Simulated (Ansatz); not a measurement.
Basis-set extrapolation for CH$_{8}$O$_{2}$Si$_{2}$, SMILES `OC[SiH2]O[SiH3]` (PBE0-D4/def2-TZVP geometry, frozen core, Ansatz 0.2.0). Multiplicity 1, RHF reference.

```
                      def2-TZVPP   def2-QZVPP
                 HF  -770.307635  -770.335959
    MP2 correlation    -0.897586    -0.966599
CCSD(T) correlation    -0.981715      not run
```

Energies in hartree. Use E(X) = E(∞) + A·exp(−7.88·√X) for Hartree–Fock and E(X) = E(∞) + B·X^(−2.97) for correlation, with X = 3 and 4, and add CCSD(T) minus MP2 of the smaller set to the MP2 limit.

Problem. What is the CCSD(T) energy at the basis-set limit?

Solution. HF limit: -770.335959 + (-0.028324) × 0.13774 = -770.33986. MP2 limit: -0.966599 + (-0.069013) × 0.74074 = -1.01772. Higher-order term: -0.981715 − (-0.897586) = -0.08413. Total: -771.44171 hartree, 4.15 eV below CCSD(T)/def2-TZVPP.
